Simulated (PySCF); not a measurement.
Job for PySCF: R-B3LYP/LANL2DZ on F2Ge (SMILES [F][Ge][F]), a point of a bond scan (R = 2.110 Å).

```python
from pyscf import gto, scf, dft, mp
from pyscf.data.elements import chemcore

mol = gto.M(
    atom='''
    Ge    0.03526473   -0.02085730    0.41569386
    F     0.71231411    1.42050052   -0.96852958
    F    -0.72485825   -1.10611494   -0.74019696
    ''',
    basis='lanl2dz',
    ecp={'Ge': 'lanl2dz'},
    charge=0, spin=0, verbose=3, max_memory=1800)
mf = dft.RKS(mol, xc='b3lyp')
mf.conv_tol = 1e-8
mf.max_cycle = 100
mf.kernel()
if not mf.converged:
    mf = mf.newton().run(mf.mo_coeff, mf.mo_occ)
```

**Question.** Give the final energy of this run.

**Answer.** -203.5268 hartree.
